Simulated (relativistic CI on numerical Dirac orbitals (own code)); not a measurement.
# Dy XXXIII: sensitivity of the levels to the model

Base calculation: Dirac-Coulomb-Breit CI, separate exchange-only KLI orbitals for each configuration, QED by a radiative potential, unscaled Slater integrals.

Configurations in the expansion (outside the closed core [Ar] 3d10): 4s2 4p4, 4s 4p5, 4s2 4p3 4d, 4p6, 4s 4p4 4d, 4s2 4p3 4f, 4s 4p4 4f, 4p5 4d, 4s 4p3 4d2, 4s2 4p2 4d 4f, 4p5 4f, 4p4 4d2, 4p3 4d3, 4p3 4d2 4f. Double excitations out of closed p, d and f shells are left out; levels of such configurations are missing from the list, as are those of other unlisted configurations, and high levels can miss mixing partners.

Variants: (1) P86 correlation estimate; (2) configuration mixing switched off; (3) only the first 3 configurations. Shifts of the energy above 4s2 4p4 3P_2, in cm⁻¹, for the lowest level and the first level of each name with at least 55 % of one term (blank where a level changes its place among those of its configuration and J or its character, or is not in the variant):

```
           Level     Base   Δ(1)    Δ(2)    Δ(3)
    4s2 4p4 3P_2        0      0       0       0
    4s2 4p4 1S_0    68603    -13   -4927   -4927
    4s2 4p4 3P_1   391643     +4   +1441   +1441
    4s2 4p4 1D_2   424329    +13   +3354   +3354
    4s2 4p4 3P_0   846137     +6   +2701   +2701
4s2 4p3 4d 3D°_1  1224243  +1267    +695  +15096
4s2 4p3 4d 3G°_5  1498668  +1329  +10947  +10947
  4s 4p4 4d 5F_5  2087026  +2512   +3180        
  4s 4p4 4d 3P_0  2104347  +1874  -10284        
  4s 4p4 4d 3D_1  2122559  +2475   -6877
```

At this charge energies of transitions that change n are usually good to better than 1 %, and those within a shell (Δn = 0) to a few per cent.

Ionisation energy from the two ground configurations alone: base 1324.84 eV; P86 correlation estimate 1326.63 eV. The NIST ASD value (theoretical) is 1325 eV.

LS names give the leading component of a level, which can be under half, so a name can repeat, a term be missing and a line seem to break the LS rules.
